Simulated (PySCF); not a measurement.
## The third ionisation energy along group 4

Calculated with PySCF 2.14 from differences of total energies of unrestricted determinants, without spin-orbit coupling. Values in eV. The last column holds reference values (NIST; (s) semi-empirical, (t) theoretical, else measured). Unmarked ones compare directly (S terms, centres of terms, or small fine structure); those marked * lie between the lowest fine-structure levels and include a spin-orbit shift.

| element | configurations | PBE0 | SCS-MP2 (valence) | MP2 (valence and next inner shell) | CCSD(T) (valence) | CCSDT (valence) | FCI (valence) | reference |
| --- | --- | --- | --- | --- | --- | --- | --- | --- |
| Ti (ANO-RCC-VTZP, spin-free X2C) | [Ar] 3d2 → [Ar] 3d1 | 27.848 | 26.687 | 27.218 | 26.800 | 26.800 | 26.800 | 27.492 * |
| Zr (ANO-RCC-VTZP, spin-free X2C) | [Kr] 4d2 → [Kr] 4d1 | 23.396 | 22.428 | 22.931 | 22.528 | 22.528 | 22.528 | 23.170 (s) * |
| Hf (ANO-RCC-VTZP, spin-free X2C) | [Xe] 4f14 5d2 → [Xe] 4f14 5d1 | 22.529 | 21.529 | 21.955 | 21.609 | 21.609 | 21.609 | 22.55 ± 0.04 (t) * |

"Valence" correlates the outer s and p shells and, in groups 3 to 12 and the f block, the outer d or f shell, open or full, or the next shell where the ion has no valence electron left; the wider scheme adds the next inner shell.
